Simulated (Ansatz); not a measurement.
H6OSi2, SMILES `O[SiH2][SiH3]` (H–O–Si–Si torsion 180°) (charge 0, multiplicity 1).

Cartesian coordinates (Å):
SMILES: O[SiH2][SiH3]
```xyz
9

O     -1.7661     0.6965     0.3868
Si    -0.7458    -0.4987    -0.1456
Si     1.4324     0.3424     0.0399
H     -2.7113     0.5266     0.3823
H     -0.9008    -1.7365     0.6654
H     -1.0458    -0.8715    -1.5545
H      1.7481     0.6801     1.4487
H      1.6014     1.5550    -0.7966
H      2.3880    -0.6939    -0.4264
```
Charge 0, multiplicity 1.

Frozen-core energies in 6-31g from Ansatz (a first-principles code) at a geometry from B3LYP-D3(BJ)/def2-TZVP; the HF reference has <S^2> = 0.00 and the T1 diagnostic is 0.010.

```
level     energy (Ha)  difference from CCSDTQ (mHa)
--------  -----------  ----------------------------
HF         -656.07917                        272.59
MP2        -656.31116                         40.61
CCSD       -656.34647                          5.29
CCSD(T)    -656.35049                          1.28
CCSDT      -656.35117                          0.59
CCSDT(Q)   -656.35180                         -0.03
CCSDTQ     -656.35177                          0.00
```
